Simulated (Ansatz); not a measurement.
`NB(O)F` → `N[B]F`• + `[OH]`•  (homolysis of the B–O bond)

Calculated with Ansatz (gas phase, PBE0-D4/def2-TZVP geometries, no zero-point term in ΔE). CCSD(T)/CBS adds triple-zeta CCSD(T) − MP2 to the extrapolated MP2 energy (def2 sets, frozen cores). This one scheme is used for every species. Functionals use def2-TZVPP. Open shells (•) are unrestricted, without spin–orbit coupling. Each species was taken in one conformer, which may not be the lowest.

```json
{"level": "B97M-V", "ΔE (kJ/mol)": "622.5"}
{"level": "BLYP", "ΔE (kJ/mol)": "595.7"}
{"level": "r2SCANh", "ΔE (kJ/mol)": "600.0"}
{"level": "MP2/def2-SVP", "ΔE (kJ/mol)": "640.0"}
{"level": "CCSD(T)/def2-SVP", "ΔE (kJ/mol)": "615.2"}
{"level": "SCS-MP2/def2-TZVPP", "ΔE (kJ/mol)": "634.7"}
{"level": "CCSD/def2-TZVPP", "ΔE (kJ/mol)": "610.6"}
{"level": "MP2/CBS(def2)", "ΔE (kJ/mol)": "659.6"}
```

(1) What does CCSD(T)/CBS give? (An estimate is asked.)

Largest T1 diagnostic among the species: 0.014.

## Answers

(1) The calculation gave: +632.5 kJ/mol. The listed levels differ from it by -10.0, -36.8, -32.5, 7.5, -17.3, 2.2, -21.9, 27.1 kJ/mol.

Leaving LDA and LC-ωPBE aside and taking each functional with its dispersion term where it has one, the values, not all of them listed here, spread over 37.1 kJ/mol, from revPBE-D4 to ωB97M-V. LDA lies +94.1 kJ/mol from PBE without D4, its usual overbinding. From PBE to PBE0 (25 % exact exchange), in def2-TZVPP and without D4, ΔE moves by −5.1 kJ/mol: exact exchange takes away binding that semilocal exchange gives to molecules.
